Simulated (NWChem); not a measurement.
# Correlation energy of thiourea (CH4N2S)

```xyz
8

N     -1.0965    -0.3517    -1.0488
C      0.0000     0.0000    -0.3153
N      1.0965     0.3517    -1.0488
S      0.0000     0.0000     1.3534
H     -1.1896    -0.0545    -2.0146
H     -1.9524    -0.4855    -0.5252
H      1.1896     0.0545    -2.0146
H      1.9524     0.4855    -0.5252
```
Charge 0, spin multiplicity 1.

Program: NWChem. The geometry was optimised at B3LYP/def2-SVP, a minimum by its harmonic frequencies. It is one conformer; others weren't searched.

Basis set: cc-pVDZ. Each correlation energy counts from its own Hartree-Fock reference.

The correlated methods keep 8 core orbitals frozen. Coupled-cluster values serve here as a point of comparison, not as the truth.

Order these methods by the correlation energy they give, lowest first: SCS-MP2, CR-CCSD(T), CR-CCSD[T], CCSD, CCSD+T(CCSD), MP2.

CCSD+T(CCSD) (-650.8 mHa), CR-CCSD[T] (-644.7 mHa), CR-CCSD(T) (-643.9 mHa), CCSD (-628.7 mHa), MP2 (-596.0 mHa), SCS-MP2 (-579.6 mHa)
